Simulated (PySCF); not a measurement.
methylcyclobutane (C₅H₁₀), SMILES CC1CCC1.

Coordinates come from a PBE0-D3(BJ)/def2-SVP optimisation.

The numbers are results of PBE/def2-TZVP run with PySCF, not measurements.

Gas-phase values at a fixed geometry.

Computed frontier levels, gap, dipole moment and polarisability:
```
Item                                                                                                            Value
---------------------------------------------------------------------------------------------  ----------------------
highest occupied level                                                                                       -7.00 eV
lowest empty level                                                                                            0.49 eV
orbital gap                                                                                                   7.49 eV
dipole moment                                                                                                  0.12 D
quadrupole, principal values (traceless, Buckingham form, about the centre of nuclear charge)  -1.08, -0.50, 1.59 D·Å
mean static polarisability                                                                       61.3 bohr³ (9.08 Å³)
polarisability, principal values                                                               55.1, 60.9, 67.8 bohr³
```
